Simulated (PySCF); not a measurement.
PySCF input for N-methylmethanimine cation (C2H5N), SMILES C=NC (connectivity only; charge and spin as stated), charge +1, multiplicity 2, TDA-LC-ωPBE/def2-SVPD. The structure is a stationary point at PBE0-D3(BJ)/def2-TZVP. The multiplicity is an assumed one; other spin states were not compared.

```python
import numpy as np
from pyscf import gto, scf, dft, tdscf

mol = gto.M(
    atom='''
    C    -0.04779232   -1.25973493    0.00000000
    N     0.20806051    0.11417965    0.00000000
    C    -0.06635487    1.31223226   -0.00000000
    H     0.37577243   -1.70924215   -0.90167572
    H     0.37577242   -1.70924216    0.90167571
    H    -1.14187709   -1.40437088   -0.00000000
    H    -1.11484846    1.64725100   -0.00000000
    H     0.73364024    2.06136262    0.00000001
    ''',
    basis='def2-SVPD',
    charge=1,
    spin=1,
    max_memory=1600,
    verbose=4,
)
mf = dft.UKS(mol, xc='lc_wpbe').density_fit(auxbasis='def2-universal-jkfit')
mf.grids.level = 3
mf.conv_tol = 1e-9
mf.max_cycle = 100
mf.kernel()
fine, coarse = mf.grids, dft.Grids(mol).set(level=1).build(with_non0tab=True)
for _ in range(3):  # follow internal instabilities
    mf.grids = coarse
    mo, _, stable, _ = mf.stability(return_status=True, nroots=4)
    mf.grids = fine
    if stable:
        break
    mf.kernel(mf.make_rdm1(mo, mf.mo_occ))
mf.grids = dft.Grids(mol).set(level=1).build(with_non0tab=True)  # coarser grid for the response kernel
td = tdscf.TDA(mf)
td.nstates = 10
td.conv_tol = 1e-4
td.kernel(x0=td.get_init_guess(mf, 15))
td.analyze()
```

Program output:

```
PySCF version 2.14.0

[INPUT] verbose = 4
[INPUT] num. atoms = 8
[INPUT] num. electrons = 23
[INPUT] charge = 1
[INPUT] spin (= nelec alpha-beta = 2S) = 1
[INPUT] symmetry False subgroup None
[INPUT] Mole.unit = angstrom
[INPUT] Symbol           X                Y                Z      unit          X                Y                Z       unit  Magmom
[INPUT]  1 C     -0.047792320000  -1.259734930000   0.000000000000 AA   -0.090314395658  -2.380554007248   0.000000000000 Bohr   0.0
[INPUT]  2 N      0.208060510000   0.114179650000   0.000000000000 AA    0.393177381237   0.215768267499   0.000000000000 Bohr   0.0
[INPUT]  3 C     -0.066354870000   1.312232260000   0.000000000000 AA   -0.125392531331   2.479759583219   0.000000000000 Bohr   0.0
[INPUT]  4 H      0.375772430000  -1.709242150000  -0.901675720000 AA    0.710106977862  -3.229999544063  -1.703920163970 Bohr   0.0
[INPUT]  5 H      0.375772420000  -1.709242160000   0.901675710000 AA    0.710106958965  -3.229999562960   1.703920145073 Bohr   0.0
[INPUT]  6 H     -1.141877090000  -1.404370880000   0.000000000000 AA   -2.157834968015  -2.653876340514   0.000000000000 Bohr   0.0
[INPUT]  7 H     -1.114848460000   1.647251000000   0.000000000000 AA   -2.106758259793   3.112853248416   0.000000000000 Bohr   0.0
[INPUT]  8 H      0.733640240000   2.061362620000   0.000000010000 AA    1.386379127560   3.895410795216   0.000000018897 Bohr   0.0

nuclear repulsion = 72.0405406712884
number of shells = 44
number of NR pGTOs = 140
number of NR cGTOs = 100
basis = def2-SVPD
ecp = {}


[settings echo left out]
init E= -134.056842233928
  alpha nocc = 12  HOMO = -0.221364556492758  LUMO = -0.0330552763196126
  beta  nocc = 11  HOMO = -0.360397154830586  LUMO = -0.221364556492758

WARN: HOMO -0.221364556492758 >= LUMO -0.221364556492758

cycle= 1 E= -133.37914673425  delta_E= 0.678  |g|= 0.26  |ddm|= 2.44
  alpha nocc = 12  HOMO = -0.713541780426095  LUMO = -0.259797282499578
  beta  nocc = 11  HOMO = -0.764023307627069  LUMO = -0.379996003255361
  HOMO = -0.713541780426  LUMO = -0.379996003255  gap/eV = 9.07624
cycle= 2 E= -133.419108726268  delta_E= -0.04  |g|= 0.142  |ddm|= 0.482
  alpha nocc = 12  HOMO = -0.649856452739769  LUMO = -0.186637135602353
  beta  nocc = 11  HOMO = -0.706540139921962  LUMO = -0.297975634404976
  HOMO = -0.64985645274  LUMO = -0.297975634405  gap/eV = 9.57516
cycle= 3 E= -133.42865775097  delta_E= -0.00955  |g|= 0.0471  |ddm|= 0.247
  alpha nocc = 12  HOMO = -0.655809047487583  LUMO = -0.181504992386929
  beta  nocc = 11  HOMO = -0.705134524014081  LUMO = -0.295796863892813
  HOMO = -0.655809047488  LUMO = -0.295796863893  gap/eV = 9.79643
cycle= 4 E= -133.429819091495  delta_E= -0.00116  |g|= 0.0241  |ddm|= 0.0843
  alpha nocc = 12  HOMO = -0.6556118504248  LUMO = -0.182756127866453
  beta  nocc = 11  HOMO = -0.705055783165312  LUMO = -0.28955325707756
  HOMO = -0.655611850425  LUMO = -0.289553257078  gap/eV = 9.96096
cycle= 5 E= -133.430277029141  delta_E= -0.000458  |g|= 0.00705  |ddm|= 0.0293
  alpha nocc = 12  HOMO = -0.657366674453483  LUMO = -0.183012783865663
  beta  nocc = 11  HOMO = -0.705497750915913  LUMO = -0.287693804926599
  HOMO = -0.657366674453  LUMO = -0.287693804927  gap/eV = 10.05931
cycle= 6 E= -133.430417309697  delta_E= -0.00014  |g|= 0.00376  |ddm|= 0.0207
  alpha nocc = 12  HOMO = -0.657917796941585  LUMO = -0.183610636433357
  beta  nocc = 11  HOMO = -0.705595009814886  LUMO = -0.28717238319921
  HOMO = -0.657917796942  LUMO = -0.287172383199  gap/eV = 10.08850
cycle= 7 E= -133.430457059186  delta_E= -3.97e-05  |g|= 0.00227  |ddm|= 0.00989
  alpha nocc = 12  HOMO = -0.658118127842905  LUMO = -0.183684277800829
  beta  nocc = 11  HOMO = -0.705736334707475  LUMO = -0.286877664824585
  HOMO = -0.658118127843  LUMO = -0.286877664825  gap/eV = 10.10197
cycle= 8 E= -133.430478990658  delta_E= -2.19e-05  |g|= 0.00125  |ddm|= 0.00849
  alpha nocc = 12  HOMO = -0.658080072308663  LUMO = -0.183795005943629
  beta  nocc = 11  HOMO = -0.705646182979792  LUMO = -0.28678110865851
  HOMO = -0.658080072309  LUMO = -0.286781108659  gap/eV = 10.10356
cycle= 9 E= -133.430488551521  delta_E= -9.56e-06  |g|= 0.000487  |ddm|= 0.007
  alpha nocc = 12  HOMO = -0.658106094645817  LUMO = -0.183809299687504
  beta  nocc = 11  HOMO = -0.705667608411543  LUMO = -0.286795379886635
  HOMO = -0.658106094646  LUMO = -0.286795379887  gap/eV = 10.10388
cycle= 10 E= -133.430489773112  delta_E= -1.22e-06  |g|= 0.000139  |ddm|= 0.00301
  alpha nocc = 12  HOMO = -0.658137677265214  LUMO = -0.183838007675331
  beta  nocc = 11  HOMO = -0.705682626347393  LUMO = -0.286820455127335
  HOMO = -0.658137677265  LUMO = -0.286820455127  gap/eV = 10.10406
cycle= 11 E= -133.430489828099  delta_E= -5.5e-08  |g|= 3.84e-05  |ddm|= 0.000679
  alpha nocc = 12  HOMO = -0.65812781241339  LUMO = -0.183827096568605
  beta  nocc = 11  HOMO = -0.705674677350796  LUMO = -0.28681108792126
  HOMO = -0.658127812413  LUMO = -0.286811087921  gap/eV = 10.10404
cycle= 12 E= -133.430489830271  delta_E= -2.17e-09  |g|= 1.68e-05  |ddm|= 0.000112
  alpha nocc = 12  HOMO = -0.658134336169713  LUMO = -0.183834487733674
  beta  nocc = 11  HOMO = -0.705680522287497  LUMO = -0.286816488542187
  HOMO = -0.65813433617  LUMO = -0.286816488542  gap/eV = 10.10407
cycle= 13 E= -133.430489830581  delta_E= -3.1e-10  |g|= 5.01e-06  |ddm|= 3.29e-05
  alpha nocc = 12  HOMO = -0.658132084383354  LUMO = -0.183832889313568
  beta  nocc = 11  HOMO = -0.705678704867381  LUMO = -0.286814231056759
  HOMO = -0.658132084383  LUMO = -0.286814231057  gap/eV = 10.10407
Extra cycle  E= -133.430489830611  delta_E= -3.01e-11  |g|= 2.98e-06  |ddm|= 1.12e-05
converged SCF energy = -133.430489830611  <S^2> = 0.76315241  2S+1 = 2.0131094
tot grids = 27840
uhf_internal: lowest eigs of H = [0.22979524 0.24796125 0.37278129 0.44877808]
<class 'pyscf.df.df_jk.DFUKS'> wavefunction is stable in the internal stability analysis
tot grids = 27840


******** <class 'pyscf.tdscf.uks.TDA'> for <class 'pyscf.df.df_jk.DFUKS'> ********
nstates = 10
deg_eia_thresh = 1.000e-03
wfnsym = None
conv_tol = 0.0001
eigh lindep = 1e-12
eigh level_shift = 0
eigh max_cycle = 100


Excitation energies (eV)
[3.48331642 5.14724645 5.52033666 6.45854748 7.32590742 8.01063008
 8.32842495 8.97537663 9.77270976 9.81109302]

** Excitation energies and oscillator strengths **
Excited State   1:      3.48332 eV    355.94 nm  f=0.0009
      12a ->   13a     -0.13029
       9b ->   12b     -0.24925
      11b ->   12b     -0.95414
Excited State   2:      5.14725 eV    240.87 nm  f=0.0008
      10a ->   13a      0.19077
      12a ->   13a     -0.96260
      11b ->   12b      0.14474
Excited State   3:      5.52034 eV    224.60 nm  f=0.0005
       9a ->   13a     -0.27641
      11a ->   13a     -0.62638
       9b ->   13b     -0.25686
      11b ->   13b     -0.66432
Excited State   4:      6.45855 eV    191.97 nm  f=0.0944
      11a ->   13a      0.14499
       8b ->   12b      0.10109
      10b ->   12b     -0.96870
      11b ->   13b     -0.10423
Excited State   5:      7.32591 eV    169.24 nm  f=0.0005
       9b ->   12b     -0.96005
      11b ->   12b      0.24451
Excited State   6:      8.01063 eV    154.77 nm  f=0.0800
       9a ->   13a      0.12601
      11a ->   13a      0.29579
       7b ->   12b     -0.16655
       8b ->   12b      0.84302
       9b ->   13b     -0.10270
      10b ->   12b      0.14840
      11b ->   13b     -0.31358
Excited State   7:      8.32842 eV    148.87 nm  f=0.0009
      11a ->   13a      0.12703
       5b ->   12b     -0.15191
       7b ->   12b     -0.92526
       8b ->   12b     -0.25846
      11b ->   13b     -0.11507
Excited State   8:      8.97538 eV    138.14 nm  f=0.0002
       7a ->   13a     -0.18297
      10a ->   13a     -0.31710
       7b ->   13b      0.13041
       8b ->   13b     -0.43043
      10b ->   13b      0.80058
Excited State   9:      9.77271 eV    126.87 nm  f=0.0013
       7a ->   13a     -0.33202
      10a ->   13a     -0.83493
      12a ->   13a     -0.13321
      10b ->   13b     -0.39034
Excited State  10:      9.81109 eV    126.37 nm  f=0.5919
       9a ->   13a      0.11794
      11a ->   13a     -0.56326
      12a ->   14a      0.30273
      12a ->   16a      0.11240
       7b ->   12b     -0.23248
       8b ->   12b      0.33442
       9b ->   13b     -0.16469
      10b ->   12b     -0.11874
      11b ->   13b      0.54337

** Transition electric dipole moments (AU) **
state          X           Y           Z        Dip. S.      Osc.
  1        -0.0000      0.0000      0.1000      0.0100      0.0009
  2        -0.0000     -0.0000     -0.0780      0.0061      0.0008
  3         0.0240     -0.0531      0.0000      0.0034      0.0005
  4         0.1632      0.7548      0.0000      0.5964      0.0944
  5         0.0000      0.0000     -0.0532      0.0028      0.0005
  6        -0.1653     -0.6168     -0.0000      0.4078      0.0800
  7         0.0623     -0.0185      0.0000      0.0042      0.0009
  8        -0.0000      0.0000      0.0270      0.0007      0.0002
  9         0.0000     -0.0000     -0.0743      0.0055      0.0013
 10        -0.1067      1.5656     -0.0000      2.4624      0.5919

** Transition velocity dipole moments (imaginary part, AU) **
state          X           Y           Z        Dip. S.      Osc.
  1         0.0000     -0.0000     -0.0090      0.0001      0.0004
  2        -0.0000     -0.0000      0.0078      0.0001      0.0002
  3         0.0035     -0.0047     -0.0000      0.0000      0.0001
  4         0.0016      0.1007      0.0000      0.0101      0.0285
  5        -0.0000      0.0000      0.0062      0.0000      0.0001
  6        -0.0272     -0.1010     -0.0000      0.0109      0.0248
  7        -0.0089      0.0225      0.0000      0.0006      0.0013
  8        -0.0000      0.0000      0.0025      0.0000      0.0000
  9        -0.0000     -0.0000     -0.0028      0.0000      0.0000
 10         0.0194      0.3186      0.0000      0.1019      0.1883

** Transition magnetic dipole moments (imaginary part, AU) **
state          X           Y           Z
  1        -0.0119     -0.6011      0.0000
  2         0.0785     -0.7597     -0.0000
  3         0.0000      0.0000     -0.0014
  4        -0.0000      0.0000      0.1712
  5         0.0262     -0.1229     -0.0000
  6        -0.0000      0.0000      0.1613
  7         0.0000      0.0000     -0.7295
  8         0.1153     -0.3044     -0.0000
  9        -0.3257      0.5302      0.0000
 10        -0.0000      0.0000     -0.2471
```

The run converged.
